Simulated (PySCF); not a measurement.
Compound: C₄H₃F₃NP.
Geometry (GFN2-xTB, Å), atoms numbered from 1 in this order:
```
atom  x, y, z in Å
N1    -1.5558   -1.1039    1.6756
C2    -1.6277   -0.5563    0.6747
C3    -1.6634    0.1577   -0.5686
P4    -0.1314    1.2309   -0.7599
C5     1.0888   -0.1156   -0.5022
F6     1.0490   -1.0750   -1.4481
C7     2.0399   -0.1552    0.4245
F8     2.1409    0.7696    1.3705
F9     2.9778   -1.0740    0.5569
H10   -2.5441    0.8050   -0.6105
H11   -1.6988   -0.5436   -1.4090
H12   -0.0740    1.6598    0.5701
```

Theory: TDDFT CAM-B3LYP/def2-SVPD, vertical, gas phase, core orbitals frozen in the response in PySCF.

Transition dipole moments from the ground state, in atomic units and in the frame of the coordinates above (overall signs are arbitrary), for the states with f of 0.002 or more among the lowest 7:

```json
{"state": "S1", "E (eV)": "5.961", "μx": "-0.496", "μy": "-0.233", "μz": "-0.162"}
{"state": "S2", "E (eV)": "6.096", "μx": "0.995", "μy": "-0.224", "μz": "0.184"}
{"state": "S3", "E (eV)": "6.842", "μx": "-0.262", "μy": "0.499", "μz": "-0.330"}
{"state": "S4", "E (eV)": "7.057", "μx": "-0.216", "μy": "0.090", "μz": "0.249"}
{"state": "S5", "E (eV)": "7.284", "μx": "-0.376", "μy": "-0.232", "μz": "-0.065"}
{"state": "S6", "E (eV)": "7.424", "μx": "-0.516", "μy": "0.058", "μz": "-0.276"}
{"state": "S7", "E (eV)": "7.503", "μx": "0.044", "μy": "-0.230", "μz": "0.672"}
```

Question: Work out the oscillator strengths.

Answer: f = (2/3) ΔE |μ|² with ΔE in hartree (27.2114 eV).

```
state  |μ|² (au)  |μ| (D)      f
   S1      0.327     1.45  0.048
   S2      1.074     2.63  0.160
   S3      0.426     1.66  0.071
   S4      0.117     0.87  0.020
   S5      0.199     1.13  0.035
   S6      0.346     1.49  0.063
   S7      0.507     1.81  0.093
```

Question: What angle do the transition dipoles of S6 and S7 make?

Answer: |cos θ| = |μa·μb| / (|μa| |μb|) = 0.53, so θ ≈ 58° (taken between 0 and 90°, since the signs are arbitrary).

Question: How is the summed strength of these states shared among x, y and z?

Answer: (2/3) Σ ΔE μα² gives 0.277 for x, 0.078 for y and 0.136 for z, 0.491 in all.

Question: What peak molar absorption coefficient would the strongest computed level give as a lone Gaussian band 0.4 eV wide at half height?

Answer: ε(max) = 2.175×10⁸ f / FWHM, with the width in cm⁻¹. S2: 2.175×10⁸ × 0.1603 / 3226 ≈ 11000 L mol⁻¹ cm⁻¹.

On one thread, Arm Neoverse V2, on a shared host, this took 42 s wall.

One conformer stands for the species.
